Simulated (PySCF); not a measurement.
## One molecule, a ladder of functionals, a line

Molecule: SMILES FB(F)[C@@H]1CS1, C₂H₃BF₂S.

Bonds (- single, = double, # triple, : aromatic): F1-B2 1.320 Å, B2-F3 1.320 Å, B2-C4 1.553 Å, C4-C5 1.481 Å, C5-S6 1.803 Å, S6-C4 1.840 Å. C4 carries H7; C5 carries H8, H9. Stereochemistry as in FB(F)[C@@H]1CS1. H8 is cis to B2 on the ring; H9 is trans to B2 on the ring.

GIAO shieldings (ppm, equivalent atoms averaged) in PySCF 2.14 on the PBE0-D3(BJ)/def2-SVP geometry, basis pcSseg-2, gas phase, non-relativistic:

| functional | exact exchange (%) | σ(F1/F3) | σ(B2) | σ(C5) | σ(C4) |
| --- | --- | --- | --- | --- | --- |
| BLYP | 0 | 255.3 | 66.4 | 147.4 | 158.3 |
| BP86 | 0 | 254.3 | 69.2 | 151.5 | 162.1 |
| PBE | 0 | 252.4 | 68.3 | 152.0 | 162.7 |
| B3LYP | 20 | 269.0 | 70.9 | 152.8 | 163.7 |
| mPW1PW91 | 25 | 272.8 | 74.4 | 157.1 | 167.7 |
| BHandHLYP | 50 | 289.2 | 78.0 | 159.7 | 170.7 |
| HF | 100 | 314.9 | 89.3 | 170.7 | 182.4 |

Problem. Fit each shielding as a line in the percentage of exact exchange.

Solution. σ(F1/F3) = 255.3 + 0.62 x (rms 2.0 ppm); σ(B2) = 67.9 + 0.21 x (rms 1.0 ppm); σ(C5) = 150.2 + 0.20 x (rms 1.6 ppm); σ(C4) = 160.9 + 0.21 x (rms 1.5 ppm). The functionals also differ in their semilocal parts, which the line can't hold; Hartree–Fock has no correlation at all.

Problem. What does the line predict for PBE0 (25 %), and what does the run give?

Solution. σ(F1/F3): 270.8 predicted, 271.9 computed; σ(B2): 73.2 predicted, 74.3 computed; σ(C5): 155.2 predicted, 158.0 computed; σ(C4): 166.2 predicted, 168.6 computed ppm.
